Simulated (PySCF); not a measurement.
**Al (aluminium, neutral) across methods**

[Ne] 3s2 3d1, 2D determinant (an excited configuration). All numbers are calculated (PySCF 2.14, the non-relativistic Hamiltonian (point nucleus), in aug-cc-pV(Q+d)Z with one added diffuse shell each of s, p, d, f, g type (8s7p6d4f3g, 114 functions)).

| method | E (hartree) | mean ε 3s α (eV) | mean ε 3s β (eV) | mean ε 3d α (eV) | Σ⟨r²⟩ (bohr²) | ⟨S²⟩ |
| --- | --- | --- | --- | --- | --- | --- |
| PBE0 | -242.1057 | -11.824 | -11.736 | -1.213 | 91.85 | 0.750 |
| LDA | -241.1724 | -10.920 | -10.809 | -0.916 | 90.05 | 0.750 |
| M06 | -242.2161 | -11.894 | -11.813 | -1.129 | 98.97 | 0.750 |
| M06-2X | -242.2055 | -12.971 | -13.013 | -1.325 | 100.6 | 0.750 |
| UHF | -241.73228 | -14.452 | -14.423 | -1.578 | 126.0 | 0.750 |
| r2SCAN0 | -242.1773 | -11.864 | -11.807 | -1.121 | 91.47 | 0.750 |
| r2SCAN | -242.1817 | -10.887 | -10.819 | -0.900 | 86.89 | 0.751 |
| PBE | -242.0896 | -10.754 | -10.640 | -0.988 | 86.50 | 0.750 |

The outer electron is Rydberg-like, and this basis confines it to a smaller radius and binds it less than a complete one would.
